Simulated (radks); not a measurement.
Dynamic dipole polarisability and lines of the hafnium ion Hf4+, [Xe] 4f14. All-electron calculation, scalar-relativistic Kohn-Sham, PBE, spin-polarised, spherical densities, finite nucleus; Fermi nuclear charge, rms radius of each element as measured or else 0.836 A^(1/3) + 0.57 fm. Program: a radial shooting solver on a logarithmic mesh with Libxc functionals. Time-dependent linear response with the Hartree and adiabatic LDA kernel, continuum included through the Sternheimer equations, no spin-orbit coupling, so fine structure and intercombination lines are absent. Lines are the poles of the dipole polarisability below minus the highest occupied eigenvalue, found on a grid refined at the orbital gaps; the lowest seven at most are given, and weak or close lines can be missed. The first line takes the name of the lowest orbital gap if no other gap lies below it; otherwise a line is named after a gap within 0.6 % of it, if that gap stands alone.

| photon energy (eV) | alpha (bohr^3) |
|---|---|
| 0 | 3.268 |
| 2.853 | 3.284 |
| 6.656 | 3.360 |
| 10.459 | 3.516 |
| 14.263 | 3.822 |
| 18.066 | 4.686 |
| 21.870 | 0.7260 |
| 25.673 | 3.610 |
| 29.477 | 4.619 |
| 33.280 | 6.031 |
| 37.084 | 9.176 |
| 40.887 | -18.50 |
| 44.690 | -39.36 |
| 48.494 | -7.421 |
| 52.297 | -3.495 |
| 56.101 | 0.3685 |

Lines (eV, oscillator strength): 20.837 (59.50 nm, 4f-5d), f = 0.180; 40.464 (30.64 nm, unassigned), f = 0.304; 40.744 (30.43 nm, unassigned), f = 0.422; 43.757 (28.33 nm, unassigned), f = 4.42; 47.858 (25.91 nm, 4f-7d), f = 0.170; 48.888 (25.36 nm, unassigned), f = 0.0659; 51.118 (24.25 nm, 4f-8d), f = 0.0321. Higher lines, where found, are left out when the end of the mesh affects them. Those listed give 74 % of the static polarisability (sum of f/w^2). Orbital energy gaps for comparison: 4f-5d 19.155 eV; 5p-5d 36.942 eV; 4f-6d 40.544 eV; 5p-6s 40.552 eV; 4f-7d 47.614 eV. At laser wavelengths: 1550 nm 3.269, 1064 nm 3.271, 780 nm 3.273, 532 nm 3.279, 355 nm 3.292, 266 nm 3.312, 193 nm 3.353 bohr^3.
